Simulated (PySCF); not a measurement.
**One molecule, a ladder of functionals, a line**

Molecule: `FB[SiH2]B(F)F`, B₂F₃H₃Si.

Geometry (Å), atoms numbered from 1 in this order:
```xyz
9

F    -2.3377    1.1558   -0.5734
B    -1.7042    0.0005   -0.4905
Si   -0.0461   -0.1870    0.6818
B     1.5548    0.2897   -0.4775
F     2.1544    1.4633   -0.4302
F     2.0191   -0.5727   -1.3615
H    -2.1313   -0.9099   -1.1706
H     0.0963   -1.6155    1.1064
H    -0.0887    0.6998    1.8847
```

GIAO shieldings (ppm, equivalent atoms averaged) in PySCF 2.14.0 with density-fitted response routines on the PBE0-D3(BJ)/def2-SVP geometry, basis pcSseg-2, gas phase, non-relativistic:

```tsv
functional	exact exchange (%)	σ(F1)	σ(F5/F6)	σ(B2)	σ(B4)
BLYP	0	78.5	174.4	12.1	59.2
BP86	0	76.0	172.6	15.4	62.1
PBE	0	69.9	169.6	13.5	61.3
B3LYP	20	105.6	192.5	17.5	63.4
PBE0	25	106.0	193.3	20.6	66.5
mPW1PW91	25	109.9	195.1	21.3	66.5
HF	100	195.9	251.8	42.5	82.0
```

Q: Fit each shielding as a line in the percentage of exact exchange.

A: σ(F1) = 76.6 + 1.21 x (rms 3.5 ppm); σ(F5/F6) = 173.5 + 0.79 x (rms 2.1 ppm); σ(B2) = 13.4 + 0.29 x (rms 1.1 ppm); σ(B4) = 60.7 + 0.21 x (rms 1.0 ppm). The functionals also differ in their semilocal parts, which the line can't hold; Hartree–Fock has no correlation at all.

Q: What does the line predict for BHandHLYP (50 %), and what does the run give?

A: σ(F1): 137.1 predicted, 142.7 computed; σ(F5/F6): 213.0 predicted, 216.8 computed; σ(B2): 27.9 predicted, 25.9 computed; σ(B4): 71.2 predicted, 69.9 computed ppm.
